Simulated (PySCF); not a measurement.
Vertical excitations of a molecule C₄H₅Cl from TDDFT-ωB97X/def2-SVPD run with PySCF, as energy in eV (oscillator strength): 5.19 (0.000), 6.15 (0.000), 6.82 (0.004), 7.26 (0.325), 7.35 (0.023), 7.40 (0.952), 7.90 (0.025), 8.02 (0.011), 8.10 (0.000), 8.80 (0.001). Lowest triplet (TDA): 4.30 eV. Geometry: B3LYP-D3(BJ)/def2-SVP. One conformer was computed; it need not be the lowest.

Task: Which structure fits?
A) C=C/C=C/Cl
B) C=CC(=C)Cl
C) C#CCCCl
D) CC=C=CCl

Result: D, CC=C=CCl
